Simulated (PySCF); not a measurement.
C10H9NSe, SMILES c1cncc(Cc2ccc[se]2)c1, GFN2-xTB optimised geometry.

```
21

C     -1.12    -1.21     0.00
C     -1.78     0.01     0.00
N     -1.14     1.17     0.01
C      0.18     1.17     0.01
C      0.94     0.00     0.00
C      2.45     0.05     0.05
C      2.90    -0.20     1.46
C      3.22     0.74     2.39
C      3.57     0.23     3.66
C      3.53    -1.12     3.77
Se     3.01    -1.93     2.18
C      0.26    -1.21     0.00
H     -1.68    -2.13     0.00
H     -2.86     0.07     0.01
H      0.65     2.14     0.01
H      2.86    -0.72    -0.61
H      2.80     1.02    -0.28
H      3.21     1.79     2.17
H      3.84     0.87     4.48
H      3.75    -1.71     4.64
H      0.82    -2.14     0.00
```

Density from PBE0/def2-SVP in PySCF at that geometry.

Minimum of the electron density along straight lines between bonded atoms, close to the bond critical point (lines longer than 1.1 times the sum of covalent radii, or with two minima, are not listed):

```
bond      length / Å  ρ at the minimum / e bohr⁻³  ∇²ρ there / e bohr⁻⁵  position (fraction from the first atom)
--------  ----------  ---------------------------  --------------------  ---------------------------------------
C1–C2          1.387                        0.313                 -0.81                                     0.50
C2–N3          1.321                        0.351                 -0.96                                     0.35
N3–C4          1.320                        0.352                 -0.98                                     0.65
C4–C5          1.390                        0.311                 -0.79                                     0.50
C5–C6          1.505                        0.253                 -0.59                                     0.51
C6–C7          1.499                        0.253                 -0.58                                     0.49
C7–C8          1.358                        0.323                 -0.81                                     0.51
C8–C9          1.417                        0.294                 -0.73                                     0.50
C9–C10         1.354                        0.325                 -0.82                                     0.49
C7–Se11        1.877                        0.167                 -0.19                                     0.49
C10–Se11       1.855                        0.173                 -0.20                                     0.49
C1–C12         1.384                        0.312                 -0.80                                     0.50
C5–C12         1.390                        0.310                 -0.79                                     0.50
C1–H13         1.079                        0.284                 -1.09                                     0.63
C2–H14         1.082                        0.287                 -1.12                                     0.64
C4–H15         1.083                        0.286                 -1.11                                     0.63
C6–H16         1.093                        0.276                 -1.01                                     0.63
C6–H17         1.092                        0.277                 -1.02                                     0.63
C8–H18         1.077                        0.282                 -1.07                                     0.63
C9–H19         1.077                        0.283                 -1.08                                     0.63
C10–H20        1.075                        0.284                 -1.10                                     0.64
C12–H21        1.084                        0.282                 -1.07                                     0.63
```
